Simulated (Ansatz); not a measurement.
Geometry optimisation, RKS PBE0-D4/def2-SVP in Ansatz.

The input (input.yaml):

```yaml
crystal:
  periodic: [false, false, false]
  atoms:
    - { symbol: C, position_ang: [-1.1545, -0.8765, 1.4629] }
    - { symbol: C, position_ang: [-0.3041, -0.6413, 0.4855] }
    - { symbol: "N", position_ang: [0.3605, -1.7608, -0.083] }
    - { symbol: B, position_ang: [0.0744, 0.8326, -0.0432] }
    - { symbol: C, position_ang: [1.0818, 1.07, -1.1987] }
    - { symbol: O, position_ang: [-0.708, 1.9837, 0.5295] }
    - { symbol: H, position_ang: [-1.3875, -1.8265, 1.8201] }
    - { symbol: H, position_ang: [-1.7085, 0.0104, 1.8883] }
    - { symbol: H, position_ang: [1.1073, -1.6273, -0.7827] }
    - { symbol: H, position_ang: [0.2059, -2.7308, 0.2938] }
    - { symbol: H, position_ang: [1.1348, 2.1633, -1.3793] }
    - { symbol: H, position_ang: [2.0923, 0.7239, -0.8265] }
    - { symbol: H, position_ang: [0.7323, 0.5654, -2.1199] }
    - { symbol: H, position_ang: [-1.5396, 2.0846, -0.0179] }
basis:
  gaussian: { orbitals: def2-SVP }
hamiltonian:
  xc: pbe0
  dispersion: d4
relax:
  f_tol: 0.02
  max_steps: 50
```

Command:

```bash
$ ansatz run input.yaml --threads 2 --pin off --max-ram 3072MiB --backend cpu --events-out ev --progress --plain --runs-dir out
```

Problem. Where does it end, and by what steps?

Solution. It converged. After 13 steps the energy has fallen by 1.267 eV; H14 moved furthest, 0.76 Å.

| step | energy less start (eV) | largest force component (eV/Å) | accepted |
| --- | --- | --- | --- |
| 0 | 0.0000 | 3.542 | yes |
| 1 | -0.4739 | 2.234 | yes |
| 2 | -0.6386 | 1.218 | yes |
| 3 | -0.7736 | 1.032 | yes |
| 4 | -0.9601 | 1.440 | yes |
| 5 | -1.1912 | 0.632 | yes |
| 6 | -1.2284 | 0.428 | yes |
| 7 | -1.2522 | 0.348 | yes |
| 8 | -1.2621 | 0.231 | yes |
| 9 | -1.2638 | 0.161 | yes |
| 10 | -1.2655 | 0.085 | yes |
| 11 | -1.2659 | 0.059 | yes |
| 12 | -1.2668 | 0.041 | yes |
| 13 | -1.2671 | 0.018 | yes |

```xyz
14
Properties=species:S:1:pos:R:3
C -1.104 -0.716 1.521
C -0.373 -0.625 0.385
N 0.149 -1.717 -0.274
B -0.079 0.804 -0.236
C 1.199 1.087 -1.109
O -0.950 1.820 -0.024
H -1.304 -1.667 2.025
H -1.497 0.180 2.007
H 0.918 -1.552 -0.908
H 0.205 -2.598 0.222
H 1.356 2.162 -1.279
H 2.111 0.659 -0.662
H 1.083 0.612 -2.101
H -1.728 1.521 0.463
```

Time of the run: 60 s on 2 threads of Arm Neoverse V1, on a shared host, peak memory 0.3 GiB.
